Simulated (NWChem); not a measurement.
# InH$_{2}$S$_{2}$Cl; SMILES [SH][In]([SH])[Cl]

```xyz
6

In     0.0000     0.0000    -0.0067
Cl     0.0000     0.0000     2.3335
S     -2.1357     0.0000    -1.0841
H     -1.5956     0.0000    -2.3240
S      2.1357     0.0000    -1.0841
H      1.5956     0.0000    -2.3240
```
Atoms are numbered in this order, from 1.

Results from NWChem. Structure relaxed at the PBE0/def2-SVP level. def2 effective core potentials on In; no spin-orbit coupling.

For level HCTH/407/def2-SVP:

```yaml
highest occupied level (eV): -6.62
```

Question: What are these values for level PBE/def2-SVP?

Answer: 
* **highest occupied level (eV)**: -6.46
